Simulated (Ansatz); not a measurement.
Cartesian coordinates in Å:
```
C -1.248 -1.080 1.316
C 0.150 -0.992 0.725
N 0.343 0.145 -0.156
C 0.353 1.438 0.501
Hf 0.638 0.260 -2.113
Cl 2.737 1.268 -2.432
Cl 0.541 -1.916 -2.971
Cl -1.046 1.650 -2.982
H -1.997 -1.148 0.525
H -1.333 -1.968 1.946
H -1.483 -0.213 1.936
H 0.894 -0.945 1.533
H 0.361 -1.904 0.160
H -0.615 1.684 0.951
H 1.128 1.481 1.276
H 0.577 2.240 -0.216
```

The species carries charge 0 and has multiplicity 1. Hf takes the def2 core potential.

(1) List the ωB97M-V/def2-TZVPP orbital energies in eV (the Gaussian-basis code of Ansatz). (An estimate is asked.)

Answers

(1) The calculation gave: Occupied: -2771.93, -2771.69, -2771.68, -394.93, -282.73, -282.68, -281.50, -262.35, -262.10, -262.09, -199.76, -199.72, -199.72, -199.52, -199.51, -199.48, -199.48, -199.47, -199.47, -72.05, -40.41, -40.31, -40.27, -28.25, -25.40, -25.09, -24.98, -24.18, -21.96, -19.47, -16.62, -16.20, -15.36, -14.37, -14.07, -13.29, -13.25, -12.82, -12.75, -12.70, -12.38, -12.30, -12.19, -11.74, -11.70, -11.51, -11.37, -9.50. Lowest empty: 0.70, 0.92, 1.10, 1.24, 1.62, 1.74, 2.83, 3.34.
